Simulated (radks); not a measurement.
Results of a calculation; reference values are marked as such.
Species: Rb4+. Configuration: [Ar] 3d10 4s2 4p3. Code: a radial shooting solver on a logarithmic mesh with Libxc functionals. Model: scalar-relativistic Kohn-Sham, LDA (Slater exchange, Perdew-Wang correlation), spin-polarised, spherical densities, point nucleus; open shells are filled with parallel spins first (spin-orbit coupling, left out, can overturn this in heavy ions). Some entries of the table are withheld. Estimate them.

orbital  occ.  eigenvalue (eV)  r(max) (bohr)  <r> (bohr)
1s up       1        -15064.19        0.02632     0.04034
1s down     1        -15063.81        0.02632     0.04034
2s up       1        -2058.645         0.1498      0.1781
2s down     1        -2058.392         0.1498      0.1781
2p up       3        -1832.781         0.1196      0.1552
2p down     3        -1832.428         0.1196      0.1552
3s up       1        -349.5357         0.4512      0.5112
3s down     1        -349.0457         0.4513      0.5109
3p up       3        -277.0580         0.4463      0.5189
3p down     3        -276.5073         0.4464      0.5183
3d up       5        -156.7008         0.3916      0.5239
3d down     5        -156.0562         0.3915      0.5217
4s up       1         -80.1031          1.221         (1)
4s down     1         -76.6537          1.215         (2)
4p up       3         -62.1190          1.341       1.509
4p down     0         -58.7161          1.338       1.521
4d up       0              (3)          1.695       1.945
4d down     0              (4)          1.736       2.020
5s up       0         -30.3282          2.784       2.914
5s down     0         -29.2440          2.847       2.992

Answer. 
(1) 4s up <r> (bohr): 1.358
(2) 4s down <r> (bohr): 1.359
(3) 4d up eigenvalue (eV): -36.5042
(4) 4d down eigenvalue (eV): -33.7413
